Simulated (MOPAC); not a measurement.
MOPAC input (AM1):

```
AM1 1SCF UHF MS=0.5 GEO-OK AUX(PRECISION=9) THREADS=1
CH3Te

Te    0.25471900 1    0.08865100 1   -0.20027200 1
C    -1.38025400 1   -0.47857300 1    1.09352000 1
H    -1.02245300 1   -1.15527200 1    1.86365400 1
H    -2.10754400 1   -0.99218000 1    0.46527800 1
H    -1.83386200 1    0.40905600 1    1.52410400 1
```

From the output:

```
                                                       MOPAC v23.2.5 Linux

          FINAL HEAT OF FORMATION =         31.75985 KCAL/MOL =     132.88322 KJ/MOL

          COSMO AREA              =         94.93 SQUARE ANGSTROMS
          COSMO VOLUME            =         80.47 CUBIC ANGSTROMS

          IONIZATION POTENTIAL    =          6.660675 EV
          ALPHA SOMO LUMO (EV)    =         -7.555  0.006
          BETA  SOMO LUMO (EV)    =         -6.661 -1.851
          NO. OF ALPHA ELECTRONS  =          7
          NO. OF BETA  ELECTRONS  =          6
          MOLECULAR WEIGHT        =        142.6347         POINT GROUP:  Cs

          MOLECULAR DIMENSIONS (Angstroms)

            Atom       Atom       Distance
            H     3   Te     1     2.72733
            H     5    H     4     1.77717
           Te     1    H     5     1.42492

          SCF CALCULATIONS        =          1

   ATOM   CHEMICAL          X               Y               Z
  NUMBER   SYMBOL      (ANGSTROMS)     (ANGSTROMS)     (ANGSTROMS)

     1      Te          0.25471900  *   0.08865100  *  -0.20027200  *
     2       C         -1.38025400  *  -0.47857300  *   1.09352000  *
     3       H         -1.02245300  *  -1.15527200  *   1.86365400  *
     4       H         -2.10754400  *  -0.99218000  *   0.46527800  *
     5       H         -1.83386200  *   0.40905600  *   1.52410400  *

                             CARTESIAN COORDINATES

   1   Te        0.254719000     0.088651000    -0.200272000
   2    C       -1.380254000    -0.478573000     1.093520000
   3    H       -1.022453000    -1.155272000     1.863654000
   4    H       -2.107544000    -0.992180000     0.465278000
   5    H       -1.833862000     0.409056000     1.524104000

           Empirical Formula: C H3 Te  =     5 atoms

      MOLECULAR POINT GROUP   :   Cs

          ALPHA EIGENVALUES
 -30.63835 -23.10134 -14.16899 -14.15337 -10.84026  -9.05563  -7.55494   0.00634
   4.22247   4.37192   4.85418

           BETA EIGENVALUES
 -30.04967 -19.64583 -14.19052 -14.05963 -10.65117  -6.66067  -1.85135   0.14550
   4.16603   4.29756   4.79440

              NET ATOMIC CHARGES AND DIPOLE CONTRIBUTIONS

  ATOM NO.   TYPE          CHARGE      No. of ELECS.   s-Pop       p-Pop
    1         Te           0.092640        5.9074     1.97084     3.93653
    2          C          -0.388377        4.3884     1.25446     3.13392
    3          H           0.099087        0.9009     0.90091
    4          H           0.097564        0.9024     0.90244
    5          H           0.099087        0.9009     0.90091
 DIPOLE           X         Y         Z       TOTAL
 POINT-CHG.     0.341     0.112    -0.299     0.467
 HYBRID        -1.130    -0.397     0.869     1.479
 SUM           -0.789    -0.285     0.570     1.014

          ATOMIC ORBITAL ELECTRON POPULATIONS

     Atom    s        px        py        pz
    1 Te   1.97084   1.16417   1.75425   1.01810
    2  C   1.25446   1.04339   1.04801   1.04252
    3  H   0.90091
    4  H   0.90244
    5  H   0.90091

                    (SZ)    =    0.500000
                    (S**2)  =    0.778287

          ATOMIC ORBITAL SPIN POPULATIONS

    Atom   Total    s     px     py     pz
         Atomic
    1 Te  1.1428  0.001  0.316  0.181  0.644
    2  C -0.1863 -0.021 -0.091 -0.021 -0.053
    3  H  0.0105  0.011
    4  H  0.0224  0.022
    5  H  0.0105  0.011

 **********************
 *                    *
 * JOB ENDED NORMALLY *
 *                    *
 **********************

 == MOPAC DONE ==
```

The geometry given is a B3LYP-D3(BJ)/def2-TZVP minimum.
